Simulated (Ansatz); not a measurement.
`[SiH3][SiH2]C[TeH]` at its PBE0-D4/def2-TZVP geometry, where that method's forces vanish. Charge 0, multiplicity 1. Te: def2 effective core potential.

```tsv
atom	x (Å)	y (Å)	z (Å)
Si1	-0.095	-1.845	0.479
Si2	-0.045	-0.031	-1.003
C3	0.729	1.461	-0.167
Te4	-0.322	1.932	1.647
H5	1.122	-1.814	1.337
H6	-0.091	-3.120	-0.292
H7	-1.300	-1.828	1.347
H8	-1.426	0.322	-1.435
H9	0.733	-0.388	-2.226
H10	0.766	2.346	-0.801
H11	1.744	1.222	0.159
H12	-1.817	1.742	0.954
```

Q: For each bond, give half the difference of the two atoms' forces along it (eV/Å; positive pushes the atoms apart) under PBE-D4, r2SCAN-D4, B3LYP-D4, ωB97M-V in def2-TZVPP. (Best estimate.)

A: Computed: 
```
   bond  length (Å)  PBE-D4  r2SCAN-D4  B3LYP-D4  ωB97M-V
Si1–Si2       2.343   -0.10       0.01      0.12     0.08
 Si1–H5       1.489    0.09      -0.01     -0.07    -0.09
 Si1–H6       1.490    0.09      -0.03     -0.08    -0.11
 Si1–H7       1.485    0.08      -0.02     -0.07    -0.10
 Si2–C3       1.877   -0.01      -0.01      0.06     0.09
 Si2–H8       1.490    0.09      -0.02     -0.10    -0.11
 Si2–H9       1.493    0.08      -0.02     -0.12    -0.14
 C3–Te4       2.148    0.22       0.19      0.33    -0.04
 C3–H10       1.090    0.09      -0.04     -0.11    -0.06
 C3–H11       1.092    0.11      -0.03     -0.10    -0.05
Te4–H12       1.659    0.26       0.03      0.08    -0.12
```

B3LYP here is the variant with VWN-RPA as its local correlation; programs differ in this.
